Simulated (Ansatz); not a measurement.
Basis-set extrapolation for CH₈ClNSi₂ (`N[SiH2]C[SiH2]Cl`) (PBE0-D4/def2-TZVP geometry, frozen core, Ansatz 0.2.0). Multiplicity 1, RHF reference.

```tsv
	def2-TZVPP	def2-QZVPP
HF	-1134.516150	-1134.552099
MP2 correlation	-0.830110	-0.895512
CCSD(T) correlation	-0.930629	not run
```

Energies in hartree. Use E(X) = E(∞) + A·exp(−7.88·√X) for Hartree–Fock and E(X) = E(∞) + B·X^(−2.97) for correlation, with X = 3 and 4, and add CCSD(T) minus MP2 of the smaller set to the MP2 limit.

What is the CCSD(T) energy at the basis-set limit?

HF limit: -1134.552099 + (-0.035949) × 0.13774 = -1134.55705. MP2 limit: -0.895512 + (-0.065402) × 0.74074 = -0.94396. Higher-order term: -0.930629 − (-0.830110) = -0.10052. Total: -1135.60153 hartree, 97.1 kcal/mol below CCSD(T)/def2-TZVPP.
